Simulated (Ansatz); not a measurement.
CH₈BFSi₂, SMILES `B[Si](C)(F)[SiH3]`, relaxed with RKS PBE-D4/def2-SVP in the Gaussian-basis code of Ansatz from a rough embedded geometry. The force threshold is 0.03 eV/Å; the program also tests the step.

The species carries charge 0 and has multiplicity 1.

Start:

```xyz
13

B     1.652    1.104   -0.608
Si   -0.157    0.262   -0.474
C    -1.133    1.019    0.949
F    -0.959    0.510   -2.006
Si    0.068   -1.942   -0.105
H     1.690    2.228   -0.771
H     2.572    0.413   -0.470
H    -0.589    0.864    1.833
H    -1.260    2.160    0.726
H    -2.139    0.592    0.971
H     0.757   -2.118    1.173
H     0.812   -2.522   -1.226
H    -1.313   -2.570    0.008
```

(1) By how much does the energy fall, and how many steps does the optimiser take? (Best estimate.)

(2) Which bonds change most? (Estimate.)

(3) Give the relaxed structure. (Estimate.)

## Answers

(1) Computed: 67.52 kJ/mol, in 15 steps, 2 of them rejected.

(2) Computed: Si2–Si5 from 2.246 to 2.383 Å; Si2–F4 from 1.747 to 1.657 Å; B1–H6 from 1.137 to 1.217 Å; C3–H9 from 1.169 to 1.109 Å.

(3) The calculation gave: 
```xyz
13

B     1.652    1.075   -0.661
Si   -0.216    0.437   -0.458
C    -1.186    1.063    1.037
F    -1.162    0.653   -1.801
Si    0.093   -1.915   -0.232
H     2.158    1.333   -1.737
H     2.371    1.069    0.323
H    -0.609    0.877    1.966
H    -1.372    2.153    0.956
H    -2.163    0.547    1.117
H     0.813   -2.219    1.057
H     0.882   -2.499   -1.373
H    -1.262   -2.575   -0.194
```
